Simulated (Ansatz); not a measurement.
System: HGeOBr, charge 0, singlet. HGeOBr (SMILES [OH][Ge][Br]).
B3LYP-D3(BJ)/def2-TZVP minimum from Ansatz (a first-principles code):
```xyz
4

Ge    -0.0607    -0.7385     0.7806
Br     0.2826     1.1539    -0.6047
O     -0.8553    -1.7649    -0.4611
H     -1.1063    -2.6359    -0.1283
```

Atomisation energy term by term, kcal/mol (programs: Ansatz). UHF or UKS for unpaired electrons; spin-orbit terms are left out. Correlated methods leave the cores frozen (noble-gas shells, and filled d and f shells in the p block). No relativity. CBS(X,Y): correlation extrapolated as X^-3, Hartree-Fock from the larger set (Q,5: extrapolated as (X+1)exp(-9√X)). A bracket is a step between two methods taken in the basis named. For partners of very few electrons the exact lower level stands in for a higher one. Spin-orbit terms, left out, reach several kcal/mol for Br and I, and more for heavier atoms.

| term | basis | kcal/mol |
|---|---|---|
| Hartree-Fock | CBS(cc-pVQZ,cc-pV5Z) | 189.12 |
| CCSD correlation | CBS(cc-pVQZ,cc-pV5Z) | 99.39 |
| (T) | CBS(cc-pVQZ,cc-pV5Z) | 9.32 |
| CCSDT(Q) - CCSD(T) | cc-pVTZ | 0.33 |
| sum: De |  | 298.2 |

The step beyond CCSD(T) by other levels: CCSDT(Q) in cc-pVDZ 0.89 kcal/mol.
